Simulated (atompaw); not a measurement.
# Before and after: PAW (atompaw) potential for silver

Ag (Z = 47), PAW, made with atompaw 4.2.0.5 (PBE, scalar-relativistic). Core [Ar] 3d10 4s2, reference 4p6 4d10 5s0.5 5p0 (charge +0.5). Waves: 5s (bound): rc 2.30 bohr; 5s channel at 0.7 Ry: rc 1.90 bohr; 4p (bound): rc 1.55 bohr; 5p (bound, empty): rc 2.30 bohr; 4d (bound): rc 2.30 bohr; 4d channel at 0.75 Ry: rc 2.30 bohr. Local part: bessel scheme, radius 1.90 bohr. Core correction: smooth core density matched at 1.80 bohr. Augmentation charge: sinc compensation charge, radius 1.80 bohr; PAW radius 2.30 bohr; waves and projectors: custom polynom2 7 10 vanderbiltortho.

Change: core [Kr], valence charge 11; reference 4d10 5s0.5 5p0.5; waves now 5s (bound): rc 2.05 bohr; 5s channel at 1.6 Ry: rc 2.05 bohr; 5p (bound): rc 2.75 bohr; 5p channel at 0.95 Ry: rc 2.75 bohr; 4d (bound): rc 2.75 bohr; 4d channel at 0.25 Ry: rc 1.85 bohr; local potential bessel scheme, radius 2.15 bohr; core correction smooth core density matched at 2.30 bohr; augmentation sinc compensation charge, radius 2.60 bohr; PAW radius 2.75 bohr; waves and projectors: custom polynom2 7 10 vanderbiltortho.

Cutoffs: the cutoffs (Ry, on a coarse ladder) from which the occupation-weighted sum of valence levels, in a spherical-Bessel basis at the reference potential, stays within 10 and 1 mRy of its value at 400 Ry; they do not see the model core or the augmentation charge, which bear on the density cutoff.

Question: What does the change do?

Answer: The potential gets softer (40 Ry and 200 Ry → 30 Ry and 60 Ry); both files keep a bound ghost (s). The shells moved into the core no longer need plane waves of their own. Several settings change at once here, so the effects cannot be laid on one of them.

```csv
quantity,base,changed
"cutoff, loose",40 Ry,30 Ry
"cutoff, tight",200 Ry,60 Ry
loose cutoff by channel (10 mRy a level),"s 6 Ry, p 21 Ry, d 12 Ry","s 10 Ry, p 6 Ry, d 12 Ry"
bound ghosts,s,s
lowest overlap eigenvalue by channel,"s 0.00, p 0.62, d 0.92","s 0.22, p 0.95, d 0.87"
```

 A true bound ghost makes a file unfit for plane-wave use even where its test errors are small: the radial tests pick states by their node count and pass the ghost by. The cutoffs see the waves, projectors and local potential, not the compensation charge or the core.
